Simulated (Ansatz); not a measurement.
`C=[CH][InH2]` + `[SiH3][AsH2]` → `C=C[SiH2][AsH2]` + `[InH3]`  (formal exchange of groups at a C–In bond)

Isolated molecules relaxed with PBE0-D4/def2-TZVP in Ansatz; ΔE leaves out vibrations. CCSD(T)/CBS adds triple-zeta CCSD(T) − MP2 to the extrapolated MP2 energy (def2 sets, frozen cores). Functionals use def2-TZVPP. B3LYP here is the variant with VWN-RPA as its local correlation; programs differ in this. Elements past krypton have def2 core potentials. For As, In outer-core shells are correlated without core-valence functions, which leaves a few kJ/mol of doubt a bond. Scalar relativity is left out up to krypton. Each species was taken in one conformer, which may not be the lowest.

Task: Is it downhill or uphill in electronic energy at CCSD(T)/CBS, and by how much? (An estimate is asked.)

Result: The calculation gave: Downhill: ΔE = -11.6 kJ/mol.

Task: What do these levels give: PBE-D4, r2SCAN-D4, B3LYP-D4, ωB97M-V, r2SCAN, PBE0, HF/def2-TZVPP, SCS-MP2/def2-TZVPP, CCSD/def2-TZVPP, SCS-MP2/def2-QZVPP, HF/CBS(def2), CCSD/CBS(def2)? (Best estimate.)

Result: Ansatz gave: PBE-D4 -18.7, r2SCAN-D4 -19.7, B3LYP-D4 -18.7, ωB97M-V -18.2, r2SCAN -18.5, PBE0 -17.2, HF/def2-TZVPP -16.5, SCS-MP2/def2-TZVPP -10.1, CCSD/def2-TZVPP -12.4, SCS-MP2/def2-QZVPP -10.2, HF/CBS(def2) -16.4, CCSD/CBS(def2) -12.1 kJ/mol.

Largest T1 diagnostic among the species: 0.014.

The D4 term adds −4.6 kJ/mol with B3LYP and −2.8 kJ/mol with PBE0; it sums over pairs of atoms, weighted by their polarisabilities, and B3LYP, whose exchange is more repulsive, gets the larger term. In def2-TZVPP, CCSD(T) changes the Hartree–Fock value by +4.7 kJ/mol (the triples alone add +0.6 kJ/mol) and MP2 by +6.5 kJ/mol.
